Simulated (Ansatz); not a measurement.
**A geometry optimisation of C3H9ClOSi2 with r2SCAN-D4/def2-SVP**

The starting geometry of this gas-phase singlet was optimised with GFN2-xTB; its bonds are those of `C[C@@H]1[SiH2]O[SiH2][C@@H]1Cl`.

```yaml
atoms:
  - { symbol: C, position_ang: [0.5254, -1.1220, -0.4793] }
  - { symbol: C, position_ang: [-0.2795, -0.0572, 0.2562] }
  - { symbol: C, position_ang: [-1.7812, -0.3375, 0.2958] }
  - { symbol: Cl, position_ang: [-2.0690, -1.9800, 0.9577] }
  - { symbol: O, position_ang: [-1.2154, 0.9866, 2.5414] }
  - { symbol: Si, position_ang: [0.2104, 0.3090, 2.0723] }
  - { symbol: Si, position_ang: [-2.5383, 0.8600, 1.5923] }
  - { symbol: H, position_ang: [0.4504, -2.0806, 0.0275] }
  - { symbol: H, position_ang: [0.1659, -1.2473, -1.5007] }
  - { symbol: H, position_ang: [1.5745, -0.8366, -0.5158] }
  - { symbol: H, position_ang: [-0.1772, 0.8839, -0.3016] }
  - { symbol: H, position_ang: [0.4354, -0.8809, 2.8798] }
  - { symbol: H, position_ang: [1.2098, 1.3598, 2.2033] }
  - { symbol: H, position_ang: [-2.8084, 2.1752, 1.0210] }
  - { symbol: H, position_ang: [-3.5980, 0.2496, 2.3731] }
  - { symbol: H, position_ang: [-2.2204, -0.3494, -0.7023] }
```

Predict what it relaxes into with r2SCAN-D4/def2-SVP.

It keeps its bonds, and is `C[C@@H]1[SiH2]O[SiH2][C@@H]1Cl`.

The energy falls by 0.25 eV over 8 steps:

```tsv
step	E − E(last) (eV)
1	0.251
2	0.037
3	0.008
4	0.002
5	0.001
6	0.000
7	0.000
8	0.000
```

Final geometry (Å):

| atom | x (Å) | y (Å) | z (Å) |
| --- | --- | --- | --- |
| C | 0.5431 | -1.0983 | -0.4920 |
| C | -0.2955 | -0.0791 | 0.2766 |
| C | -1.8072 | -0.3705 | 0.3262 |
| Cl | -2.0995 | -2.0430 | 1.0274 |
| O | -1.2399 | 0.9697 | 2.6424 |
| Si | 0.2030 | 0.3009 | 2.0846 |
| Si | -2.5418 | 0.8642 | 1.5911 |
| H | 0.4850 | -2.0897 | -0.0179 |
| H | 0.1946 | -1.2038 | -1.5333 |
| H | 1.6026 | -0.7969 | -0.5243 |
| H | -0.2152 | 0.9051 | -0.2348 |
| H | 0.5869 | -0.9005 | 2.8775 |
| H | 1.3003 | 1.3082 | 2.1579 |
| H | -2.8027 | 2.1893 | 0.9493 |
| H | -3.7660 | 0.3672 | 2.2673 |
| H | -2.2633 | -0.3899 | -0.6774 |

No frequencies were run, so the end isn't proven a minimum. Run with Ansatz 0.2.0, 40 s on 4 threads of Arm Neoverse N1 (shared host).
